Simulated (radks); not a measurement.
Values are calculated unless marked as measured or tabulated.
Initial-state core-level shifts of the magnesium ion Mg+ when its valence configuration changes from [Ne] 3s1. Code: a radial shooting solver on a logarithmic mesh with Libxc functionals. Model: scalar-relativistic Kohn-Sham, PBEsol, spin-polarised, spherical densities, point nucleus; open shells are filled with parallel spins first. Shifts are changes of the shell-averaged eigenvalues in eV (positive: less bound).

| valence | 1s | 2s | 2p |
|---|---|---|---|
| 3s0.5 3p0.5 | -0.921 | -0.913 | -0.902 |
| 3p1 | -1.845 | -1.826 | -1.804 |
